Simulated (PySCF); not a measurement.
C₄H₈FSi₃ (doublet state).
Z-matrix (Å and degrees, GFN2-xTB geometry), rows numbered from 1:
```
F 
C   1  1.4200
C   2  1.4246  1  109.91
C   3  1.2189  2  175.94  1   156.19
Si  4  1.7995  3  174.16  1   -10.34
C   2  1.5486  1  107.53  3  -125.13
Si  6  1.9241  2  101.00  1   -96.02
Si  2  1.9716  1  105.60  3   127.92
H   5  1.4507  4  117.86  3   -92.21
H   5  1.4508  4  117.86  3   116.93
H   6  1.0905  2  109.45  1   144.91
H   6  1.0896  2  110.07  1    27.72
H   7  1.4667  6  112.90  2   106.01
H   7  1.4684  6  112.73  2  -132.02
H   8  1.4677  2  110.28  1  -142.62
H   8  1.4634  2  109.58  1   -23.84
```

The hyperfine couplings belong to this conformer and change with its torsions.

Identity: `F[C@]1(C#C[SiH2])C[SiH2][SiH2]1` [radical].

Method: UKS B3LYP, pcH-1 on C F H Si, non-relativistic, mean-field spin-orbit, GIAO in PySCF 2.14.0. Isolated species at its GFN2-xTB geometry (one conformer only). A GFN2-xTB geometry isn't a minimum of the functional, and hyperfine couplings can be far from their values at a DFT geometry, by a factor of two or more for some ions and for spin on atoms past the first row. The SCF solution wasn't tested for stability.

Problem. Give the principal g shifts and their parts.

Solution. 
| Δg (ppm) | 1 | 2 | 3 |
| --- | --- | --- | --- |
| relativistic mass correction | -135 | -135 | -135 |
| gauge correction | 14 | 65 | 56 |
| orbital Zeeman/spin–orbit | -44 | 1185 | 1980 |
| total | -164 | 1116 | 1901 |

So g = 2.00215, 2.00344, 2.00422 and g_iso = 2.00327; the tensor is rhombic: the two nearest values differ by 38 % of g3 − g1. Axes: g3 points within 4° of the C3–C4 bond.

Problem. What effective moment and Curie constant follow for a powder?

Solution. With the mean of g² = 4.0131 and S(S+1) = 0.75: μ_eff = √(⟨g²⟩S(S+1)) = 1.735 μB and χT = 0.12505·⟨g²⟩·S(S+1) = 0.376 cm³ K/mol (cgs; spin-Hamiltonian part alone).

Problem. What are the electron Larmor frequencies g μB B/h along the three axes at 350 mT?

Solution. 9.8079, 9.8142, 9.8180 GHz for g1, g2 and g3, a range of 10.1 MHz.

Problem. In a frozen sample, at which fields do the three g values resonate at 9.5, 34, 94 and 263 GHz (hyperfine left aside), and which band first spreads them over more than twice a line width of 1.0 mT?

Solution. 
```
band    GHz  B(g3) mT  B(g2) mT  B(g1) mT  spread mT
   X    9.5    338.66    338.79    339.01       0.35
   Q   34.0   1212.05   1212.53   1213.30       1.25
   W   94.0   3350.97   3352.29   3354.43       3.46
   J  263.0   9375.59   9379.27   9385.26       9.67
```

The spread grows in proportion to the frequency. W band is the first where it exceeds 2.0 mT.

Largest spin populations (Mulliken): Si5 (+0.95), C3 (+0.25) and C4 (-0.16). The positive populations add up to 1.22 and the negative ones to -0.22, together 2S = 1. The angles at Si5 add up to 353.4°, so it is slightly pyramidal.

The HOMO–LUMO gaps are 4.45 eV among the α and 4.44 eV among the β orbitals.

Time: 4.5 min of wall time (with the writing of density and orbital grids); peak memory 1.1 GiB. Hardware: an AMD EPYC with one thread, shared host.
